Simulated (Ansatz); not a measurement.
Input (CCSDT(Q)/cc-pV(D+d)Z; Ansatz, a first-principles code): A basis named .json is the Basis Set Exchange file of that set.

Ansatz 0.2 input:
```yaml
crystal:
  periodic: [false, false, false]
  atoms:
    - {symbol: S, position_ang: [1.56923687, -0.30498979, 0.11767735]}
    - {symbol: C, position_ang: [0.09578570, -0.03208337, 0.02546648]}
    - {symbol: S, position_ang: [-1.48646509, 0.34133103, -0.18265028]}
    - {symbol: H, position_ang: [-1.89906265, -0.38895954, 0.88676794]}
basis:
  gaussian:
    orbitals: cc-pV_D+d_Z.json
total_charge: 1
magnetization: {spin_polarized: false}
correlation: {method: ccsdt_q, electrons: outside_noble_gas}
```

Output:

```
Functional definition: HF
integrals: 0.06 GiB planned
1193 factors; integrals over basis functions are off by at most 2.0e-7 eV
mean field: 0.23 GiB planned
mean field evaluation 1: about -22671.6356 eV, gradient 1.5e1 eV
mean field evaluation 2: about -22671.7057 eV, gradient 1.5e1 eV
mean field evaluation 4: about -22672.5586 eV, gradient 3.4e0 eV
mean field evaluation 8: about -22672.6037 eV, gradient 1.6e-1 eV
mean field evaluation 16: about -22672.5288 eV, gradient 1.0e0 eV
mean field evaluation 32: about -22663.5371 eV, gradient 5.3e-2 eV
mean field -22672.60431445 eV, -833.2028405128 hartree, gradient 8.9e-6 eV, S^2 0.000000; 0 other end points of the search recorded, 0 dependent functions left out; unrestricted orbitals would lower it
11 core orbitals not correlated
reference -22672.60431445 eV, -833.2028405128 hartree; 8, 8 occupied and 46, 46 virtual orbitals, 1193 factors
second order -10.69812674 eV of doubles, -0.00000000 eV of singles
coupled cluster: 0.68 GiB planned
cycle   1  -10.81976017 eV  change   -1.2e-1 eV  update   1.4e-1
cycle   2  -11.49636048 eV  change   -6.8e-1 eV  update   7.9e-2
cycle   3  -11.98684587 eV  change   -4.9e-1 eV  update   3.0e-2
cycle   4  -11.97122255 eV  change    1.6e-2 eV  update   1.1e-2
cycle   5  -11.95356763 eV  change    1.8e-2 eV  update   5.1e-3
cycle   6  -11.95721095 eV  change   -3.6e-3 eV  update   2.3e-3
cycle   7  -11.96195678 eV  change   -4.7e-3 eV  update   1.0e-3
cycle   8  -11.96133334 eV  change    6.2e-4 eV  update   3.9e-4
cycle   9  -11.96080564 eV  change    5.3e-4 eV  update   1.7e-4
cycle  10  -11.96106293 eV  change   -2.6e-4 eV  update   8.0e-5
cycle  11  -11.96089123 eV  change    1.7e-4 eV  update   3.4e-5
cycle  12  -11.96090133 eV  change   -1.0e-5 eV  update   1.6e-5
cycle  13  -11.96091803 eV  change   -1.7e-5 eV  update   7.1e-6
cycle  14  -11.96091660 eV  change    1.4e-6 eV  update   2.4e-6
cycle  15  -11.96091694 eV  change   -3.4e-7 eV  update   1.2e-6
cycle  16  -11.96091824 eV  change   -1.3e-6 eV  update   5.8e-7
coupled cluster: 0.68 GiB planned
perturbative correction -0.05592520 eV, -0.0020552133 hartree
Total energy: -22684.62115789 eV, -833.6444513641 hartree
```

A triplet may lie lower; no result for it is given here.
